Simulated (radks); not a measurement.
Radial electron density D(r) = 4 pi r^2 rho(r) of an atom or ion with 14 electrons. Calculated with a radial shooting solver on a logarithmic mesh with Libxc functionals: scalar-relativistic Kohn-Sham, PBE, spin-polarised, spherical densities, finite nucleus; Fermi nuclear charge, rms radius of each element as measured or else 0.836 A^(1/3) + 0.57 fm.

```
   r/bohr * D(r) (the largest magnitude, 47.8, reaches the edge; | marks zero)
 0.003205 |   *
 0.003977 |    *
 0.004976 |       *
 0.006225 |          *
 0.007726 |              *
 0.009666 |                    *
  0.01209 |                          *
  0.01501 |                                 *
  0.01878 |                                        *
  0.02349 |                                             *
  0.02916 |                                               *
  0.03648 |                                              *
  0.04563 |                                          *
  0.05664 |                                       *
  0.07085 |                                      *
  0.08864 |                                           *
     0.11 |                                                  *
   0.1376 |                                                      *
   0.1708 |                                                *
   0.2137 |                                 *
   0.2674 |                   *
   0.3318 |             *
   0.4151 |            *
   0.5194 |          *
   0.6446 |     *
   0.8064 | *
    1.009 *
    1.252 *
    1.567 *
```

What is the nuclear charge?

Answer. Z = 34. The innermost maximum, from 1s, lies near gamma/Z bohr with gamma = sqrt(1 - (Z/c)^2) = 0.969, here 0.0285 bohr (found: 0.0306), and its height grows with Z. The density is that of the selenium ion Se20+ in [Ne] 3s2 3p2; the configuration itself is not fixed sharply by these data, and Z only to about a unit. D(r) has 3 maxima, at r = 0.0306, 0.135, 0.405 bohr, and minima at 0.0654, 0.368 bohr, inside which lie 2.09, 10.70 electrons.
